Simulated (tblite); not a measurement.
Species: C5H5BrOSi.
Atom-mapped SMILES: `[CH:1]#[C:2][C@@:3]1([Br:4])[CH:5]=[C:6]1[O:7][SiH3:8]` (hydrogens: H9 on C1; H10 on C5; H11, H12, H13 on Si8)

Computed with GFN2-xTB (tblite), gas phase: L-BFGS steps from a force-field or distance-geometry start until the largest atomic force falls under 0.01 eV/Å.

At the end of the run (lengths in Å): C3–Br4 2.020, C6–O7 1.294, C3–C5 1.495, O7–Si8 1.658, Si8–H11 1.453, Si8–H13 1.461, C1≡C2 1.199, C5–C6–O7 153.0°, C6–O7–Si8 130.0°, C3–C6–O7 142.7°, Br4–C3–C6 116.2°, C2–C3–C5–C6 110°, C3–C5–C6–O7 178°, C5–C6–O7–Si8 -165°, H10–C5–C3–C2 -73°, H10–C5–C6–O7 2°.

Question: These geometries were met on the way; a selection of coordinates is given. Order them by energy above the end point, lowest first.
A. C3–Br4 1.993, C6–O7 1.290, C3–C5 1.510, O7–Si8 1.632, Si8–H11 1.440, Si8–H13 1.453, C1≡C2 1.200, C5–C6–O7 147.3°, C6–O7–Si8 144.5°, C3–C6–O7 144.3°, Br4–C3–C6 123.3°, C2–C3–C5–C6 106°, C3–C5–C6–O7 -157°, C5–C6–O7–Si8 -139°, H10–C5–C3–C2 -78°, H10–C5–C6–O7 29°
B. C3–Br4 1.973, C6–O7 1.305, C3–C5 1.568, O7–Si8 1.597, Si8–H11 1.403, Si8–H13 1.421, C1≡C2 1.159, C5–C6–O7 140.6°, C6–O7–Si8 137.5°, C3–C6–O7 142.9°, Br4–C3–C6 125.0°, C2–C3–C5–C6 100°, C3–C5–C6–O7 -150°, C5–C6–O7–Si8 -137°, H10–C5–C3–C2 -13°, H10–C5–C6–O7 -18°
C. C3–Br4 2.014, C6–O7 1.286, C3–C5 1.515, O7–Si8 1.628, Si8–H11 1.452, Si8–H13 1.444, C1≡C2 1.195, C5–C6–O7 142.7°, C6–O7–Si8 140.3°, C3–C6–O7 146.5°, Br4–C3–C6 127.1°, C2–C3–C5–C6 100°, C3–C5–C6–O7 -157°, C5–C6–O7–Si8 -135°, H10–C5–C3–C2 -22°, H10–C5–C6–O7 -17°
D. C3–Br4 1.915, C6–O7 1.371, C3–C5 1.440, O7–Si8 1.658, Si8–H11 1.492, Si8–H13 1.489, C1≡C2 1.206, C5–C6–O7 120.7°, C6–O7–Si8 115.2°, C3–C6–O7 129.1°, Br4–C3–C6 112.9°, C2–C3–C5–C6 111°, C3–C5–C6–O7 -121°, C5–C6–O7–Si8 -155°, H10–C5–C3–C2 -1°, H10–C5–C6–O7 5°
E. C3–Br4 2.032, C6–O7 1.299, C3–C5 1.497, O7–Si8 1.639, Si8–H11 1.491, Si8–H13 1.487, C1≡C2 1.197, C5–C6–O7 145.7°, C6–O7–Si8 143.7°, C3–C6–O7 147.2°, Br4–C3–C6 126.5°, C2–C3–C5–C6 102°, C3–C5–C6–O7 -161°, C5–C6–O7–Si8 -135°, H10–C5–C3–C2 -59°, H10–C5–C6–O7 2°

Answer: A (0.243 eV), E (0.394 eV), C (0.666 eV), B (1.115 eV), D (1.976 eV).

```tsv
step	E above end (eV)	rms distance from the end, all atoms (Å)	largest force (eV/Å)	rms shift of all bonds from the end (Å)
12	0.243	0.630	0.605	0.013
9	0.394	0.648	0.681	0.017
6	0.666	0.656	1.002	0.014
3	1.115	0.661	5.793	0.038
0	1.976	0.688	3.055	0.044
```

Rows stand in the order of the answer.
